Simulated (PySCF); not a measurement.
MoBr₂: adding exact exchange

Base calculation in PySCF with density fitting and no spin–orbit coupling, PBE/def2-TZVP (scalar-relativistic core potentials): quintet, C2v, Mo–Br 2.410 Å (×2); Br–Mo–Br 130.6°; wavenumbers 45, 246, 309 cm⁻¹; dipole moment 1.94 D, polar-tensor charge of Mo 0.95 e, atomisation energy (no zero-point energy) 685 kJ/mol.

Task: What changes on going to PBE0/def2-TZVP (scalar-relativistic core potentials)?

Result: The point group stays the same. Changes: mean bond to Mo -0.001 Å, smallest bond angle +0.9 degrees, highest wavenumber +6 cm⁻¹, lowest wavenumber +1 cm⁻¹, dipole moment +0.51 D, polar-tensor charge of Mo +0.15 e, atomisation energy (no zero-point energy) -35 kJ/mol. The new structure has Mo–Br 2.409 Å (×2); Br–Mo–Br 131.5°, with wavenumbers 46, 248, 315 cm⁻¹.

Open d or f shells are single determinants, so the state found may not be the ground state. Each species is the lowest minimum found with this bonding; other isomers or fragments can lie lower.
